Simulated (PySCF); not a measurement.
## Electric field gradients and quadrupole coupling constants

Compound: C6H14OSi.
Z-matrix (Å and degrees, GFN2-xTB geometry), rows numbered from 1:
```
C 
C   1  1.5246
C   2  1.5349  1  113.50
C   3  1.5263  2  111.49  1    69.23
C   3  1.5245  2  110.16  1  -168.67
C   5  1.5344  3  115.97  2    70.18
O   6  1.4326  5  100.36  3   122.81
Si  7  1.6541  6   96.97  5    -2.70
H   1  1.0878  2  110.19  3   175.28
H   1  1.0881  2  110.45  3    55.66
H   1  1.0867  2  111.29  3   -64.88
H   2  1.0926  1  109.48  3   121.97
H   2  1.0926  1  108.60  3  -120.94
H   3  1.0965  2  108.38  1   -50.15
H   4  1.0881  3  110.34  2    59.84
H   4  1.0878  3  110.12  2   179.31
H   4  1.0865  3  111.18  2   -60.56
H   5  1.0911  3  109.17  2   -56.26
H   6  1.0917  5  113.76  3     6.76
H   6  1.0911  5  115.01  3  -120.31
H   8  1.4569  5  117.20  3   131.45
H   8  1.4588  5  116.48  3    -8.82
```

Field gradients from the PBE0/pcSseg-1 density (PySCF, non-relativistic), principal values in atomic units, ordered |Vxx| ≤ |Vyy| ≤ |Vzz|:

```tsv
atom	Vxx	Vyy	Vzz
O7	-0.5176	-1.1532	1.6707
```

Q: Find the asymmetry η = (Vxx − Vyy)/Vzz and the couplings χ = eQV/h (234.96 MHz × Q in barn × V in au), with Q(17O) = −0.0256 b.

A: 
| atom | environment | nucleus | η | χzz (MHz) | χxx (MHz) | χyy (MHz) |
| --- | --- | --- | --- | --- | --- | --- |
| O7 | silyl ether oxygen | 17O | 0.38 | -10.05 | 3.11 | 6.94 |

The tensor is traceless: Vxx + Vyy + Vzz = 0.

Q: What is Vzz at O7 in SI units (1 au = 9.71736 × 10²¹ V/m²)?

A: 1.6707 au = 16.235 × 10²¹ V/m².

Q: And the gradient at the other heavy atoms, for which no coupling is worked out here?

A: 
```csv
atom,environment,Vzz (au),η
C1,methyl carbon,0.045,0.07
C2,chain CH2 carbon,-0.043,0.43
C3,sp3 CH carbon,-0.031,0.69
C4,methyl carbon,0.040,0.44
C5,sp3 carbon bound to silicon,-0.088,0.78
C6,sp3 carbon bound to oxygen,0.386,0.28
Si8,oxygen-bound silicon,0.620,0.14
```

Q: What couplings would deuterons (Q(2H) = 0.00286 b) have in place of the hydrogens, at this geometry?

A: 
```csv
atom,bonded to,bond length (Å),Vzz (au),η,χzz (kHz)
H9,C1,1.088,0.3160,0.01,212
H10,C1,1.088,0.3145,0.02,211
H11,C1,1.087,0.3171,0.02,213
H12,C2,1.093,0.3036,0.02,204
H13,C2,1.093,0.3033,0.03,204
H14,C3,1.096,0.2932,0.01,197
H15,C4,1.088,0.3143,0.02,211
H16,C4,1.088,0.3167,0.02,213
H17,C4,1.086,0.3180,0.02,214
H18,C5,1.091,0.3113,0.05,209
H19,C6,1.092,0.2985,0.04,201
H20,C6,1.091,0.3002,0.04,202
H21,Si8,1.457,0.1640,0.02,110
H22,Si8,1.459,0.1623,0.02,109
```

One conformer (not necessarily the lowest) at the GFN2-xTB geometry, without solvent, vibrations or thermal averaging. GFN2-xTB bond lengths can be off by several hundredths of an ångström, more for odd bonds, and the gradients follow them. A larger basis could move these couplings by a tenth or more.
